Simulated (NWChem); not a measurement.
Ionisation of C3H5O

```xyz
9

C      0.6282    -1.2822    -0.0158
C     -0.1341    -0.0577    -0.0038
C      0.6166     1.2555    -0.0100
O     -1.3608    -0.0919     0.0256
H      1.7209    -1.2915    -0.0451
H      0.0828    -2.2284     0.0079
H      1.0580     1.4369     0.9838
H     -0.0814     2.0712    -0.2361
H      1.4415     1.2536    -0.7381
```
Charge 0, spin multiplicity 2.

The numbers come from NWChem runs, not from measurements. Structure: optimised with UPBE0/def2-SVP, a minimum by its harmonic frequencies. It is one conformer; others weren't searched.

Basis set: def2-SVPD. −ε marks an orbital energy of the parent.

B3LYP has NWChem's definition, with VWN1-RPA local correlation. The structure started from a generated list of species. No SCF solution was tested for a lower state.

Problem. One of these methods gave a first vertical ionisation energy of 5.75 eV. Which?
(A) −ε(beta HOMO) of PBE
(B) −ε(beta HOMO) of B3LYP
(C) −ε(beta HOMO) of r2SCAN
(D) G0W0@PBE

Solution. A, −ε(beta HOMO) of PBE. The others give 7.16 (−ε(beta HOMO) of B3LYP), 6.06 (−ε(beta HOMO) of r2SCAN), 8.47 (G0W0@PBE).
